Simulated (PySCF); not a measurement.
A GIAO shielding run with PySCF 2.14 (density fitting, non-relativistic, gas phase) on SMILES C(#CCC[SiH2]SCC)[SiH3], C6H14SSi2:

```
$ OMP_NUM_THREADS=1 python probes_run.py task.json out

{"job": {"kind": "nmr", "xc": "PBE0", "basis": "pcSseg-1"}, "charge": 0, "multiplicity": 1}
C     -4.358758     0.020807     1.239713
C     -3.723339     1.088022     0.372002
S     -1.904933     1.141569     0.543551
Si    -1.315987    -0.648722    -0.481468
C      0.542107    -0.486847    -0.809152
C      1.334856    -0.206274     0.473138
C      2.749912    -0.080551     0.191116
C      3.919458     0.013660    -0.086531
Si     5.711915     0.174321    -0.479959
H     -5.443126     0.095325     1.181226
H     -4.055957     0.148544     2.276209
H     -4.059284    -0.971745     0.910325
H     -4.056858     2.081016     0.670795
H     -3.955475     0.936488    -0.681501
H     -1.596445    -1.811062     0.365488
H     -2.096568    -0.722140    -1.715307
H      0.909760    -1.405583    -1.268280
H      0.732407     0.317013    -1.522715
H      0.975558     0.720952     0.930261
H      1.185503    -1.017474     1.192683
H      5.999530     1.576386    -0.796108
H      6.013538    -0.677072    -1.635527
H      6.487433    -0.259650     0.685994
```

Hardware: 1 thread of an Arm Neoverse V1, shared host. The job also computes population analyses, field gradients.

**Question.** How large is the calculation?

**Answer.** 94 electrons, 244 basis functions and 1333 auxiliary functions.

**Question.** How long does it take, and how much memory does it need?

**Answer.** 85 s of wall time, with 14 SCF cycles and 5 response iterations; peak memory 1.1 GiB. Times on a shared host scatter by some tens of per cent.
